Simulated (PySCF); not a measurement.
# Curvature of the energy in the electron number along group 15, charge +1

Calculated with PySCF 2.14, in def2-SVP, non-relativistic, def2-SVP with the def2 core potential (28 electrons), ECP, def2-SVP with the def2 core potential (60 electrons), ECP: one orbital is emptied in steps, and each cell gives the departure of E from the straight line at half an electron, in eV (from a cubic fit). The exact functional gives zero.

```
species   orbital    LDA    PBE  r2SCAN   PBE0  BHandHLYP  LC-wPBE  wB97X   UHF
     N⁺  2p alpha  -2.04  -1.99   -1.80  -1.42      -0.87    -0.71  -0.74  0.27
     P⁺  3p alpha  -1.23  -1.19   -1.10  -0.86      -0.55    -0.16  -0.24  0.13
    As⁺  4p alpha  -1.16  -1.12   -1.04  -0.81      -0.53    -0.13  -0.21  0.11
    Sb⁺  5p alpha  -1.02  -0.98   -0.91  -0.71      -0.47    -0.06  -0.15  0.09
    Bi⁺  6p alpha  -0.97  -0.94   -0.86  -0.68      -0.46    -0.05  -0.14  0.08
```

Q: How does the mean departure depend on the functional?

A: LDA -1.28 eV; PBE -1.25 eV; r2SCAN -1.14 eV; PBE0 -0.90 eV; BHandHLYP -0.58 eV; LC-wPBE -0.22 eV; wB97X -0.30 eV; UHF 0.14 eV. Semilocal functionals are convex (delocalisation error), Hartree-Fock is concave or straight, and exact exchange removes curvature roughly in proportion to its share, so among the functionals the range-separated hybrids usually come closest to zero.

No spin-orbit coupling is included.
